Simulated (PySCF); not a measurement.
# Orbital picture of NaZn⁻

ωB97X at R = 3.463 Å; PySCF, no relativity, basis sets Na def2-SVPD, Zn def2-SVPD. State: ¹Σ⁺ (singlet), closed shell. Only the outer orbitals are listed, counted within each symmetry.

| orbital | occ. | ε (eV) | on Na (%) | main shells (%) |
| --- | --- | --- | --- | --- |
| 1δ | 2 | -11.32 | 0 | 100 Zn d |
| 1δ | 2 | -11.32 | 0 | 100 Zn d |
| 4π | 2 | -11.29 | 0 | 100 Zn d |
| 4π | 2 | -11.29 | 0 | 100 Zn d |
| 9σ | 2 | -11.29 | 0 | 100 Zn d |
| 10σ | 2 | -5.04 | 7 | 93 Zn s |
| 11σ | 2 | -0.45 | 84 | 81 Na s, 15 Zn p |
| 5π | 0 | 3.50 | 84 | 84 Na p, 16 Zn p |
| 5π | 0 | 3.50 | 84 | 84 Na p, 16 Zn p |
| 12σ | 0 | 3.73 | 65 | 62 Na p, 37 Zn p |

Question: Which are the highest filled and the lowest empty level, where do they sit, and how wide is the gap?

Answer: Highest filled 11σ at -0.45 eV (in %: 81 Na s, 15 Zn p); lowest empty 5π at 3.50 eV (in %: 84 Na p, 16 Zn p); the gap at ωB97X is 3.95 eV. An empty level above zero is unbound, and its energy depends on the basis.

```
bond order (Mayer)                                                                                                 : 0.52
⟨S²⟩                                                                                                               : 0.000
charge on Na (Mulliken, basis-dependent)                                                                           : -0.84
charge on Na (Löwdin, basis-dependent)                                                                             : -0.80
dipole moment (positive dipole points towards Zn; it is taken about the centre of mass and depends on that origin) : 9.51 D
```

Closed-shell solutions of metal pairs were not tested for spin polarisation, which can lower them a little.
